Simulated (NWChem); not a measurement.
System: C4H3N2, doublet; SMILES [c]1ncccn1

NWChem input:

```
start job
memory heap 200 mb stack 900 mb global 1100 mb
geometry units angstroms noautoz
  C      0.000000     0.000000    -1.330717
  N     -1.184272     0.000000    -0.787413
  C     -1.189081     0.000000     0.550314
  C      0.000000     0.000000     1.278306
  C      1.189081     0.000000     0.550314
  N      1.184272     0.000000    -0.787413
  H     -2.165266     0.000000     1.048578
  H      0.000000     0.000000     2.369499
  H      2.165266     0.000000     1.048578
end
basis spherical
  * library def2-svp
end
dft
  odft
  mult 2
  xc becke88 lyp
  iterations 150
end
task dft gradient
```

Excerpt of the output:

```
             Northwest Computational Chemistry Package (NWChem) 7.3.0
             --------------------------------------------------------

 C2V symmetry detected

                             Geometry "geometry" -> ""
                             -------------------------

 Output coordinates in angstroms (scale by  1.889725989 to convert to a.u.)

  No.       Tag          Charge          X              Y              Z
 ---- ---------------- ---------- -------------- -------------- --------------
    1 C                    6.0000     0.00000000     0.00000000    -1.32418468
    2 N                    7.0000    -1.18427200     0.00000000    -0.78088068
    3 C                    6.0000    -1.18908100     0.00000000     0.55684632
    4 C                    6.0000     0.00000000     0.00000000     1.28483832
    5 C                    6.0000     1.18908100     0.00000000     0.55684632
    6 N                    7.0000     1.18427200     0.00000000    -0.78088068
    7 H                    1.0000    -2.16526600     0.00000000     1.05511032
    8 H                    1.0000     0.00000000     0.00000000     2.37603132
    9 H                    1.0000     2.16526600     0.00000000     1.05511032

 Effective nuclear repulsion energy (a.u.)     200.5180478881

      Symmetry information
      --------------------

 Group name             C2v
 Group number             16
 Group order               4
 No. of unique centers     6

                                 NWChem DFT Module
                                 -----------------

 Summary of "ao basis" -> "ao basis" (spherical)
 ------------------------------------------------------------------------------
       Tag                 Description            Shells   Functions and Types
 ---------------- ------------------------------  ------  ---------------------
 C                          def2-svp                 6       14   3s2p1d
 N                          def2-svp                 6       14   3s2p1d
 H                          def2-svp                 3        5   2s1p

      Symmetry analysis of basis
      --------------------------

        a1         41
        a2         11
        b1         31
        b2         16

            General Information
            -------------------
          SCF calculation type: DFT
          Wavefunction type:  spin polarized.
          No. of atoms     :     9
          No. of electrons :    41
           Alpha electrons :    21
            Beta electrons :    20
          Charge           :     0
          Spin multiplicity:     2
          Use of symmetry is: on ; symmetry adaption is: on
          Maximum number of iterations: 150
          AO basis - number of functions:    99
                     number of shells:    45
          Convergence on energy requested:  1.00D-06
          Convergence on density requested:  1.00D-05
          Convergence on gradient requested:  5.00D-04

              XC Information
              --------------
                    Becke 1988 Exchange Functional  1.000
              Lee-Yang-Parr Correlation Functional  1.000

             Grid Information
             ----------------
          Grid used for XC integration:  medium
          Radial quadrature: Mura-Knowles
          Angular quadrature: Lebedev.
          Tag              B.-S. Rad. Rad. Pts. Rad. Cut. Ang. Pts.
          ---              ---------- --------- --------- ---------
          C                   0.70       49          10.0       434
          N                   0.65       49          10.0       434
          H                   0.35       45          11.0       434
          Grid pruning is: on
          Number of quadrature shells:   286
          Spatial weights used:  Erf1

      Superposition of Atomic Density Guess
      -------------------------------------

 Sum of atomic energies:        -260.48544233

      Non-variational initial energy
      ------------------------------

 Total energy =    -264.260353
 1-e energy   =    -748.293681
 2-e energy   =     283.515280
 HOMO         =      -0.142230
 LUMO         =      -0.041915

   Symmetry analysis of molecular orbitals - initial alpha
   -------------------------------------------------------

  Numbering of irreducible representations:

     1 a1          2 a2          3 b1          4 b2

  Orbital symmetries:

     1 a1          2 b1          3 a1          4 a1          5 b1
     6 a1          7 a1          8 b1          9 a1         10 b1
    11 a1         12 a1         13 b1         14 b2         15 a1
    16 b1         17 a1         18 a2         19 b2         20 b1
    21 a1         22 a2         23 b2         24 a1         25 b1
    26 b2         27 a1         28 a1         29 b1         30 a1
    31 a1

   Symmetry analysis of molecular orbitals - initial beta
   ------------------------------------------------------

  Numbering of irreducible representations:

     1 a1          2 a2          3 b1          4 b2

  Orbital symmetries:

[...]

                         DFT ENERGY GRADIENTS

    atom               coordinates                        gradient
                 x          y          z           x          y          z
   1 C       0.000000   0.000000  -2.502346    0.000000   0.000000   0.018700
   2 N      -2.237950   0.000000  -1.475651    0.012098   0.000000   0.010706
   3 C      -2.247037   0.000000   1.052287    0.009789   0.000000  -0.010566
   4 C       0.000000   0.000000   2.427992    0.000000   0.000000  -0.007576
   5 C       2.247037   0.000000   1.052287   -0.009789   0.000000  -0.010566
   6 N       2.237950   0.000000  -1.475651   -0.012098   0.000000   0.010706
   7 H      -4.091759   0.000000   1.993869    0.004802   0.000000  -0.003058
   8 H       0.000000   0.000000   4.490048    0.000000   0.000000  -0.005289
   9 H       4.091759   0.000000   1.993869   -0.004802   0.000000  -0.003058
```

Level: BLYP/def2-SVP, spin-unrestricted. In the optimisation the excess spin sits in a1 (C2v, its own frame). Geometry: optimised at PBE0/def2-SVP, spin-unrestricted. No stability test was run on the SCF state.
